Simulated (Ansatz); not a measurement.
Total energies of `[BH2][GaH][O]C`.

```xyz
10

B    -0.553    2.474   -0.596
Ga    0.287    0.575   -0.636
O    -0.311   -0.529    0.642
C     0.121   -1.853    0.797
H    -1.545    2.737   -1.210
H    -0.060    3.367    0.030
H     1.358   -0.091   -1.580
H    -0.730   -2.539    0.712
H     0.870   -2.151    0.051
H     0.563   -1.990    1.791
```

Charge 0, multiplicity 1. Correlated methods include outer-core shells of Ga, which these sets cover unevenly. Scalar relativity is left out up to krypton. All single points use the PBE0-D4/def2-TZVP geometry. It is one conformer, not always the lowest. Basis def2-TZVPP, Ansatz 0.2.0.

RPA on PBE orbitals: Hartree–Fock energy of these orbitals -2064.11857 Eh, correlation -1.22827 Eh (frozen core).

| functional | energy without D4 (Eh) | D4 term (kJ/mol) |
| --- | --- | --- |
| LDA (SPW92) | -2062.39522 | – |
| BLYP | -2066.67873 | -35.0 |

Problem. Give the same for PBE, revPBE, r2SCAN, B97M-V, PBE0, B3LYP, r2SCANh, r2SCAN0, HSE06 (plane-wave form), BHLYP, CAM-B3LYP, LC-ωPBE, ωB97X-V, ωB97M-V, B2PLYP, PBE-QIDH. (An estimate is asked.)

Solution. The calculation gave: 
| functional | energy without D4 (Eh) | D4 term (kJ/mol) |
| --- | --- | --- |
| PBE | -2066.17965 | -16.0 |
| revPBE | -2066.47417 | -47.7 |
| r2SCAN | -2066.56651 | -3.9 |
| B97M-V | -2066.28123 | – |
| PBE0 | -2066.23510 | -13.5 |
| B3LYP | -2066.72601 | -25.9 |
| r2SCANh | -2066.54886 | -4.1 |
| r2SCAN0 | -2066.52400 | -4.6 |
| HSE06 (plane-wave form) | -2066.22627 | -12.7 |
| BHLYP | -2066.56087 | -20.7 |
| CAM-B3LYP | -2066.71512 | -13.8 |
| LC-ωPBE | -2066.32162 | – |
| ωB97X-V | -2066.44290 | – |
| ωB97M-V | -2066.48659 | – |
| B2PLYP | -2066.18068 | – |
| PBE-QIDH | -2065.87912 | – |

B3LYP takes the VWN-RPA correlation (the form of Gaussian; ORCA's B3LYP/G). HSE06 is the plane-wave form, built on full-range PBE exchange. The double hybrids freeze the cores in their second-order part.

LC-ωPBE has ω = 0.4 bohr⁻¹.
